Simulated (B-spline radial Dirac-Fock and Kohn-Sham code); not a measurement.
## Photoabsorption cross section of Lu by shell

System: the Lu atom, configuration [Xe] 4f14 5d1 6s2.

Level of theory: a relativistic central-field model (Hartree-Slater potential of the initial state, Latter tail, multipole expansion of the photon field, Dirac-Fock thresholds); a B-spline atomic structure program.

Computed thresholds (eV): K 63317.0, L1 10884.5, L2 10356.9, L3 9252.0, M1 2505.8, M2 2274.4, M3 2035.5, M4 1647.9, M5 1596.9, N1 520.1, N2 425.4, N3 371.3, N4 215.5, N5 205.7, N6 13.86, N7 12.42, O1 69.82, O2 41.00, O3 34.16, O4 4.46, O5 4.29, P1 5.74.

```
photon energy (eV)  total (b)  K (%)  L (%)  M (%)  N (%)  O (%)  P (%)  tabulated (b)
             21.22  5.429e+06      –      –      –   16.9   82.1    0.9              –
             40.81  9.522e+06      –      –      –   22.8   76.7    0.5              –
                60  7.476e+06      –      –      –   53.6   46.0    0.4              –
                80  6.824e+06      –      –      –   82.0   17.7    0.3              –
               100  7.206e+06      –      –      –   91.3    8.5    0.2              –
               150  7.358e+06      –      –      –   95.9    3.9    0.1              –
               200  6.551e+06      –      –      –   96.6    3.2    0.1              –
               300  4.791e+06      –      –      –   96.9    3.0    0.1              –
               400  3.726e+06      –      –      –   97.1    2.8    0.1              –
               600  2.254e+06      –      –      –   97.0    2.9    0.1              –
               800  1.401e+06      –      –      –   96.7    3.2    0.1              –
              1000     931300      –      –      –   96.3    3.6    0.1         922800
            1253.6     600100      –      –      –   95.9    4.0    0.1         587700
            1486.9     423600      –      –      –   95.6    4.3    0.1         418000
              2000  1.006e+06      –      –   77.7   21.2    1.1    0.0              –
            2984.4     505000      –      –   82.0   16.9    1.1    0.0         500400
              4000     248100      –      –   81.7   17.1    1.2    0.0         246300
            5414.7     116300      –      –   81.1   17.4    1.4    0.0         115500
              6000      89650      –      –   81.0   17.5    1.5    0.0          89030
            8047.8      42100      –      –   80.6   17.6    1.7    0.0          41810
            9251.7      29210      –      –   80.5   17.7    1.8    0.1              –
             12000      63130      –   76.7   18.7    4.2    0.5    0.0          62810
             15000      35430      –   77.0   18.3    4.1    0.5    0.0          35420
           17479.3      23680      –   77.2   18.2    4.1    0.5    0.0          23600
           22162.9      12570      –   77.4   17.9    4.1    0.5    0.0          12510
             30000       5530      –   77.6   17.7    4.1    0.5    0.0           5523
             40000       2511      –   77.7   17.6    4.1    0.6    0.0           2507
           59318.2      840.1      –   77.7   17.5    4.1    0.6    0.0          839.2
             80000       1970   81.6   14.3    3.2    0.8    0.1    0.0           1978
            100000       1088   82.2   13.9    3.1    0.7    0.1    0.0           1092
            150000      362.4   82.9   13.3    3.0    0.7    0.1    0.0          363.8
            200000      165.2   83.2   13.1    2.9    0.7    0.1    0.0          165.8
```

Tabulated values: Elam, Ravel and Sieber (2002) photoabsorption table (xraylib 4.2).

Question: With what power of the photon energy does the total fall between 150000 and 200000 eV?

Answer: As E^-2.73. The non-relativistic Born limit for an s electron far above threshold is E^-3.5; near threshold and at relativistic energies the fall is slower.
